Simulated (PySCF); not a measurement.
C2H2F (SMILES [CH]=CF), doublet, geometry from GFN2-xTB; R2SCAN/6-31G** (PySCF).

Input for PySCF:
```python
from pyscf import gto, scf, dft

mol = gto.M(
    atom='''
C     0.038313    0.377487   -0.001989
C     1.239353   -0.086885   -0.037293
F    -1.073317   -0.381698    0.033302
H    -0.247823    1.437296    0.004333
H     2.241676    0.254371   -0.068359
''',
    basis='6-31g**',
    charge=0,
    spin=1,
    verbose=5,
)

mf = dft.UKS(mol)
mf.xc = 'r2scan'
mf.kernel()
```

Output, abridged:

```
PySCF version 2.14.0

[INPUT] verbose = 5
[INPUT] max_memory = 4000
[INPUT] num. atoms = 5
[INPUT] num. electrons = 23
[INPUT] charge = 0
[INPUT] spin (= nelec alpha-beta = 2S) = 1
[INPUT] symmetry False subgroup None
[INPUT] Mole.unit = angstrom
[INPUT] Symbol           X                Y                Z      unit          X                Y                Z       unit  Magmom
[...]
[INPUT] ---------------- BASIS SET ----------------
[INPUT] l, kappa, [nprim/nctr], expnt,             c_1 c_2 ...
[INPUT] H
[...]
                                2.8253937         0.23472695
                                0.6401217         0.81375733
[...]
[INPUT] C
[...]
                                457.36951         0.0140373
                                103.94869         0.0688426
                                29.210155         0.2321844
                                9.286663          0.4679413
                                3.163927          0.362312
[...]
                                1.8812885         -0.1608542
                                0.5442493         1.1434564
[...]
                                1.8812885         0.316424
                                0.5442493         0.7443083
[...]
[INPUT] F
[...]
                                1051.36609        0.0139160796
                                239.28569         0.0684053245
                                67.3974453        0.23318576
                                21.5199573        0.471267439
                                7.4031013         0.356618546
[...]
                                4.80830834        -0.146451658
                                1.34406986        1.12868858
[...]
                                4.80830834        0.345912103
                                1.34406986        0.722469957
[...]
nuclear repulsion = 61.0652134318269
number of shells = 24
number of NR pGTOs = 95
number of NR cGTOs = 52
basis = 6-31g**
ecp = {}

******** <class 'pyscf.dft.uks.UKS'> ********
method = UKS
initial guess = minao
damping factor = 0
level_shift factor = 0
DIIS = <class 'pyscf.scf.diis.CDIIS'>
diis_start_cycle = 1
diis_space = 8
diis_damp = 0
SCF conv_tol = 1e-09
SCF conv_tol_grad = None
SCF max_cycles = 50
direct_scf = True
direct_scf_tol = 1e-13
number electrons alpha = 12  beta = 11
XC library pyscf.dft.libxc version 7.1.2
    S. Lehtola, C. Steigemann, M. J. T. Oliveira, and M. A. L. Marques,  SoftwareX 7, 1–5 (2018)
XC functionals = r2scan
    J. W. Furness, A. D. Kaplan, J. Ning, J. P. Perdew, and J. Sun,  J. Phys. Chem. Lett. 11, 8208–8215 (2020)
    J. W. Furness, A. D. Kaplan, J. Ning, J. P. Perdew, and J. Sun,  J. Phys. Chem. Lett. 11, 9248–9248 (2020)
    J. W. Furness, A. D. Kaplan, J. Ning, J. P. Perdew, and J. Sun,  J. Phys. Chem. Lett. 11, 8208–8215 (2020)
    J. W. Furness, A. D. Kaplan, J. Ning, J. P. Perdew, and J. Sun,  J. Phys. Chem. Lett. 11, 9248–9248 (2020)
radial grids:
    Treutler-Ahlrichs [JCP 102, 346 (1995); DOI:10.1063/1.469408] (M4) radial grids

becke partition: Becke, JCP 88, 2547 (1988); DOI:10.1063/1.454033
pruning grids: <function nwchem_prune>
grids dens level: 3
symmetrized grids: False
atomic radii adjust function: <function treutler_atomic_radii_adjust>
small_rho_cutoff = 0
Set gradient conv threshold to 3.16228e-05
atom C rad-grids = 75, ang-grids = [ 50  50  50  50  50  50  50  50  50  50  50  50  50  50  50  50  50  50
  50  50  50  50  86  86  86  86  86  86  86  86  86  86 266 266 266 266
 266 266 302 302 302 302 302 302 302 302 302 302 302 302 302 302 302 302
 302 302 302 302 266 266 266 266 266 266 266 266 266 266 266 266 266 266
 266 266 266]
atom F rad-grids = 75, ang-grids = [ 50  50  50  50  50  50  50  50  50  50  50  50  50  50  50  50  50  50
  50  50  50  50  86  86  86  86  86  86  86  86  86 266 266 266 266 266
 266 302 302 302 302 302 302 302 302 302 302 302 302 302 302 302 302 302
 302 302 266 266 266 266 266 266 266 266 266 266 266 266 266 266 266 266
 266 266 266]
[...]
 -4.08800996e-01 -3.35988972e-01 -2.49411880e-01 -2.40210981e-01
 -1.20207831e-03  1.04992107e-01  1.28074460e-01  2.13367541e-01
  3.79547115e-01  4.69720064e-01  5.23272239e-01  5.29317987e-01
  5.98546515e-01  6.33178941e-01  6.37099782e-01  8.42315131e-01
  8.82370646e-01  9.67738998e-01  1.06683127e+00  1.20335872e+00
  1.22597023e+00  1.31195411e+00  1.38099095e+00  1.43858075e+00
  1.56788783e+00  1.62379702e+00  1.74945003e+00  1.81018823e+00
  1.82880943e+00  1.90701621e+00  1.93329507e+00  2.02443369e+00
  2.07373173e+00  2.12453040e+00  2.39852848e+00  2.45085583e+00
  2.54704438e+00  2.60471507e+00  2.66006368e+00  2.78579431e+00
  3.08587487e+00  3.16678982e+00  3.31709746e+00  3.82052530e+00]
  beta  mo_energy =
[-2.45039679e+01 -1.01335338e+01 -1.00544473e+01 -1.17394169e+00
 -7.19971472e-01 -5.48725994e-01 -4.77546685e-01 -4.49579000e-01
 -4.11355636e-01 -3.30238643e-01 -2.37754491e-01 -1.03426176e-01
  9.06266760e-03  1.22052212e-01  1.41191345e-01  2.27974766e-01
  4.06699705e-01  4.84244081e-01  5.35156150e-01  5.65303178e-01
  6.40983620e-01  6.51057973e-01  6.73833519e-01  8.57210613e-01
  9.04105986e-01  9.85960092e-01  1.08578326e+00  1.20422612e+00
  1.23225979e+00  1.31562256e+00  1.38604288e+00  1.44972775e+00
  1.63034855e+00  1.68013949e+00  1.76230988e+00  1.82933042e+00
  1.83376350e+00  1.91429387e+00  1.95636480e+00  2.03039289e+00
  2.08848843e+00  2.13212799e+00  2.40044266e+00  2.45707455e+00
  2.55096643e+00  2.62827136e+00  2.68402841e+00  2.78902072e+00
  3.09102030e+00  3.17690473e+00  3.32727269e+00  3.82553080e+00]
multiplicity <S^2> = 0.76505713  2S+1 = 2.0150009
nelec by numeric integration = [11.99999978 10.99999816]
E1 = -363.5371959984583  E2 = 125.43322239401479  Ecoul = 147.3672512154946  Exc = -21.934028821479814
cycle= 12 E= -177.038760172617  delta_E= -9.2e-11  |g|= 8.87e-06  |ddm|= 2.06e-05
  alpha mo_energy =
[-2.45049340e+01 -1.01312128e+01 -1.00722373e+01 -1.17609053e+00
 -7.46450929e-01 -5.67026400e-01 -4.86244457e-01 -4.62749177e-01
 -4.08804388e-01 -3.35992652e-01 -2.49412670e-01 -2.40211900e-01
 -1.20180797e-03  1.04991164e-01  1.28074908e-01  2.13367097e-01
  3.79546982e-01  4.69720189e-01  5.23271641e-01  5.29318277e-01
  5.98546442e-01  6.33179300e-01  6.37099418e-01  8.42316053e-01
  8.82370279e-01  9.67737831e-01  1.06683165e+00  1.20335586e+00
  1.22596727e+00  1.31195476e+00  1.38098787e+00  1.43857981e+00
  1.56788692e+00  1.62379640e+00  1.74944874e+00  1.81018758e+00
  1.82880704e+00  1.90701472e+00  1.93329394e+00  2.02443308e+00
  2.07373113e+00  2.12452941e+00  2.39852830e+00  2.45085570e+00
  2.54704426e+00  2.60471449e+00  2.66006316e+00  2.78579427e+00
  3.08587394e+00  3.16678982e+00  3.31709768e+00  3.82052483e+00]
  beta  mo_energy =
[-2.45039803e+01 -1.01335304e+01 -1.00544492e+01 -1.17394597e+00
 -7.19971457e-01 -5.48727613e-01 -4.77547644e-01 -4.49580701e-01
 -4.11359019e-01 -3.30242031e-01 -2.37755342e-01 -1.03426329e-01
  9.06246208e-03  1.22051713e-01  1.41192054e-01  2.27974431e-01
  4.06699752e-01  4.84244419e-01  5.35156634e-01  5.65303072e-01
  6.40983339e-01  6.51057973e-01  6.73833204e-01  8.57211619e-01
  9.04105905e-01  9.85959882e-01  1.08578356e+00  1.20422325e+00
  1.23225684e+00  1.31562257e+00  1.38603977e+00  1.44972674e+00
  1.63034784e+00  1.68013932e+00  1.76230845e+00  1.82932991e+00
  1.83376122e+00  1.91429260e+00  1.95636390e+00  2.03039242e+00
  2.08848794e+00  2.13212713e+00  2.40044353e+00  2.45707488e+00
  2.55096612e+00  2.62827111e+00  2.68402869e+00  2.78902091e+00
  3.09101930e+00  3.17690480e+00  3.32727372e+00  3.82553104e+00]
multiplicity <S^2> = 0.76505737  2S+1 = 2.0150011
nelec by numeric integration = [11.99999978 10.99999816]
E1 = -363.5372614327821  E2 = 125.43328782837956  Ecoul = 147.36732760208102  Exc = -21.934039773701457
Extra cycle  E= -177.038760172576  delta_E= 4.1e-11  |g|= 1.46e-05  |ddm|= 1.51e-05
converged SCF energy = -177.038760172576  <S^2> = 0.76505737  2S+1 = 2.0150011
```
